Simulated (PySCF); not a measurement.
# Electron correlation in Rh⁺ (rhodium, charge +1)

[Kr] 4d7 5p1, one real determinant (an excited configuration). Computed with PySCF 2.14 in aug-cc-pVDZ-PP with ECP28MDF (5s5p4d2f, 54 functions), with scalar relativity through the core potential. Frozen: 4s2 4p6; 8 electrons correlated.

```
  level  correlation energy (mhartree)
   CCSD                        -143.68
    (T)                          -2.92
CCSD(T)                        -146.60
```

Diagnostics: T1 = 0.012, D1 = 0.0422, largest double amplitude 0.045.

Is a single reference adequate?

Yes, within this model without spin-orbit coupling: T1 lies below 0.03 and no double amplitude reaches 0.07.

The reference is one real determinant that mixes LS terms of this configuration.
